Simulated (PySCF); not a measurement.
A calculated (BP86, PySCF 2.14, def2-TZVP, the non-relativistic Hamiltonian (point nucleus)) atom or ion has these occupied shells.

| shell | electrons | orbital energy (eV) | rms radius, mean of both spins (bohr) |
| --- | --- | --- | --- |
| 1s α | 1 | -741.42 | 0.204 |
| 1s β | 1 | -739.29 | 0.204 |
| 2s α | 1 | -92.958 | 0.958 |
| 2s β | 1 | -87.888 | 0.958 |
| 2p α | 2 | -75.091 | 0.910 |

(1) Name the element and its charge.

Results:

(1) F(3+) (fluorine, charge +3), in [He] 2s2 2p2, high-spin 3P determinant.
